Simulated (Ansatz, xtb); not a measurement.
# Ranking isomers of CH2NSb

3 gas-phase structures of CH2NSb, found in a search over its isomers (lower ones may exist). Each was relaxed with GFN2-xTB:

A. `[CH2]1[N]=[Sb]1`, a singlet
B. `N#[C][SbH2]`, a singlet
C. `C=[N+]=[Sb-]`, a singlet

Q: Which do you expect lowest at r2SCAN-D4/def2-SVP, and how would the others follow?

A: Calculated order at r2SCAN-D4/def2-SVP: B (0.0), C (14.6), A (33.4) kcal/mol.

Energies above the lowest of each column, in kcal/mol; the last columns are at B3LYP-D4/def2-TZVP geometries and were run for some of them only (a dash: not run or not comparable):

```csv
structure,GFN2-xTB,HF/STO-3G,r2SCAN-D4/def2-SVP,B3LYP-D4/def2-TZVP,CCSD(T)/def2-TZVPP
B,27.9,0.0,0.0,0.0,0.0
C,0.0,40.7,14.6,15.0,22.0
A,18.8,67.7,33.4,–,–
```

CCSD(T)/def2-TZVPP puts B lowest of those it was run on; GFN2-xTB picks C. Some further structures that were screened fall inside this span and aren't listed. Frequencies (B3LYP-D4/def2-TZVP) were run for B, C alone. Large T1 diagnostics make some coupled-cluster values less sure. Atoms past krypton carry core potentials in the def2 sets, without spin–orbit terms.

Programs: Ansatz 0.2.0, xtb 6.7.1.
